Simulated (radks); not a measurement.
Task: Species: Bi V. Configuration: [Xe] 4f14 5d10 6s1. Method: scalar-relativistic Kohn-Sham, TASK exchange with Perdew-Wang LDA correlation, spin-polarised, spherical densities, finite nucleus; open shells are filled with parallel spins first (spin-orbit coupling, left out, can overturn this in heavy ions); meta-GGA in the generalised Kohn-Sham scheme; Fermi nuclear charge, rms radius 5.5211 fm; computed with a radial shooting solver on a logarithmic mesh with Libxc functionals. Some entries of the table are withheld. Estimate them.

orbital,occ.,eigenvalue (Ry),r(max) (bohr),<r^2> (bohr^2)
1s up,1,-6672.024,0.009663,0.0003467
1s down,1,-6672.020,0.009663,0.0003467
2s up,1,-1204.212,0.05621,0.005251
2s down,1,-1204.212,0.05621,0.005251
2p up,3,-1030.893,0.04691,0.004491
2p down,3,-1030.892,0.04691,0.004491
3s up,1,-294.0343,0.1585,0.03375
3s down,1,-294.0326,0.1585,0.03375
3p up,3,-244.3587,0.1589,0.03507
3p down,3,-244.3570,0.1589,0.03506
3d up,5,-194.1973,0.1295,0.02907
3d down,5,-194.1961,0.1295,0.02907
4s up,1,-70.40412,0.3562,0.1609
4s down,1,-70.40004,0.3562,0.1609
4p up,3,-54.04447,0.3762,0.1845
4p down,3,-54.03963,0.3762,0.1844
4d up,5,-35.22590,0.3817,0.2062
4d down,5,-35.22060,0.3817,0.2062
5s up,1,-14.99777,0.7721,(1)
5s down,1,-14.99097,0.7724,(2)
4f up,7,-14.45293,0.3423,(3)
4f down,7,-14.44812,0.3423,(4)
5p up,3,-10.34525,0.8611,1.020
5p down,3,-10.33689,0.8612,1.013
5d up,5,-5.06872,1.028,(5)
5d down,5,-5.02180,1.025,(6)
6s up,1,-3.83103,1.763,4.056

Result: 
(1) 5s up <r^2> (bohr^2): 0.7806
(2) 5s down <r^2> (bohr^2): 0.7798
(3) 4f up <r^2> (bohr^2): 0.2321
(4) 4f down <r^2> (bohr^2): 0.2321
(5) 5d up <r^2> (bohr^2): 1.669
(6) 5d down <r^2> (bohr^2): 1.609
